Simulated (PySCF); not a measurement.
Predicted microwave data (PBE0-D3(BJ)/def2-SVP geometry optimisation, gas phase in PySCF 2.14.0) for one isomer of C3H8O2Si:

* Rotational constants: A = 5457, B = 1615, C = 1408 MHz
* Dipole components: |μa| = 0.08 D, |μb| = 1.45 D, |μc| = 0.90 D
* Inertial defect: -46.68 u·Å²
* κ: -0.90

Question: Which candidate fits, each taken in the one conformer that was computed?
A. `[OH:1][SiH2:2][O:3][CH:4]1[CH2:5][CH2:6]1` with H–O1–Si2–O3 54°, O1–Si2–O3–C4 -164°, Si2–O3–C4–C5 -152°
B. `[CH3:1][O:2][C:3](=[O:4])[CH2:5][SiH3:6]` with C1–O2–C3–O4 0°, O2–C3–C5–Si6 75°
C. `[CH2:1]=[C:2]([O:3][CH3:4])[O:5][SiH3:6]` with C1–C2–O3–C4 1°, C1–C2–O5–Si6 -179°
D. `[SiH3:1][O:2][CH:3]1[CH2:4][O:5][CH2:6]1` with Si1–O2–C3–C4 -91°, O2–C3–C4–O5 -124°, C3–C4–O5–C6 10°, C4–O5–C6–C3 -10°, O2–C3–C6–O5 127°
E. SiH2Me(OAc), `[H][Si]([H])(C)OC(C)=O`

Answer: B. It is COC(=O)C[SiH3], an asymmetric top, point group C1. The candidates at the same level (rigid rotor, commonest isotopes):

| SMILES | A (MHz) | B (MHz) | C (MHz) | μa (D) | μb (D) | μc (D) | Δ (u·Å²) | point group | rotor |
| --- | --- | --- | --- | --- | --- | --- | --- | --- | --- |
| C=C(OC)O[SiH3] | 5172 | 1974 | 1467 | 1.10 | 1.74 | 0.00 | -9.30 | Cs | asymmetric top |
| COC(=O)C[SiH3] | 5457 | 1615 | 1408 | 0.08 | 1.45 | 0.90 | -46.68 | C1 | asymmetric top |
| [SiH3]OC1COC1 | 9150 | 1478 | 1356 | 1.57 | 0.14 | 1.04 | -24.48 | C1 | near-prolate asymmetric top |
| [H][Si]([H])(C)OC(C)=O | 7074 | 1578 | 1332 | 0.94 | 2.15 | 0.01 | -12.43 | – | near-prolate asymmetric top |
| O[SiH2]OC1CC1 | 9684 | 1392 | 1306 | 0.85 | 0.23 | 1.35 | -28.28 | C1 | near-prolate asymmetric top |

`O[SiH2]OC1CC1` has A 77 % too high; `C=C(OC)O[SiH3]` has B 22 % too high; `[H][Si]([H])(C)OC(C)=O` has A 30 % too high; `[SiH3]OC1COC1` has A 68 % too high. No structure here is proved a minimum.
